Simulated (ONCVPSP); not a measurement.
# tantalum: excitation energies, all-electron against ONCV

ONCVPSP 4.0.1 input, shortened (lines: element, Z, core and valence counts, functional; n l f; lmax; l rc ep ncon nbas qcut; lloc lpopt rc5 dvloc0; l nproj debl; icmod fcfact rcfact), LDA (Perdew-Zunger), fully relativistic:

```
  Ta 73.00   10    3        3      upf
    1    0    2.00
    2    0    2.00
    2    1    6.00
    3    0    2.00
    3    1    6.00
    3    2   10.00
    4    0    2.00
    4    1    6.00
    4    2   10.00
    4    3   14.00
    5    0    2.00
    5    1    6.00
    5    2    2.00
    2
    0    1.70    0.00    5    9    5.80
    1    2.05    0.00    4    9    6.40
    2    2.20    0.00    5   10    8.20
    4    5    1.70    3.00
    0    2    1.40
    1    2    3.50
    2    2    3.20
    0    0.00    0.00
```

Open shells are filled in proportion to 2j + 1.

In the s channel the program set the typed energies aside and used -3.717, 0.050 Ha. In the p channel the program set the typed energies aside and used -2.383, 0.050 Ha (j = l + 1/2; the other j can differ).

Energies are relative to the spin-unpolarised reference configuration 5s2 5p6 5d2; without spin polarisation the order of configurations can differ from experiment.

| valence configuration | charge | ΔE all-electron (eV) | error AE − PS (meV) |
| --- | --- | --- | --- |
| 5s2 5p6 5d3 6s2 | 0 | -47.930 | +13 |
| 5s2 5p6 5d3 | +2 | -23.918 | -3.0 |

What are ΔE and the potential's error for 5s2 5p6 5d3 6s1?

ΔE = -39.226 eV all-electron; the error (AE − PS) is +3.9 meV.

What are ΔE and the potential's error for 5s2 5p6 5d1?

ΔE = 35.342 eV all-electron; the error (AE − PS) is -7.7 meV.
